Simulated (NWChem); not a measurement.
System: CAuIO; SMILES [I][Au]<-[C-]#[O+]

```xyz
4

Au     0.0017     0.6487     0.0000
I     -0.0008    -1.9035     0.0000
O     -0.0074     3.7083     0.0000
C     -0.0020     2.5773     0.0000
```
Atoms are numbered in this order, from 1.

Coordinates come from a PBE0/def2-SVP optimisation. No frequency run checked for a minimum. def2 effective core potentials on I, Au; no spin-orbit coupling.

**Question.** List the 4 lowest vertical singlet excitations from CAM-B3LYP/def2-SVPD with def2 effective core potentials on I, Au, TDA (NWChem).

**Answer.** 
```tsv
state	energy (eV)	oscillator strength	leading excitation (squared amplitude)
S1	4.25	0.000	HOMO → LUMO (0.48)
S2	4.30	0.000	HOMO−1 → LUMO (0.48)
S3	4.30	0.000	HOMO−1 → LUMO+1 (0.48)
S4	5.01	0.311	HOMO−1 → LUMO (0.46)
```
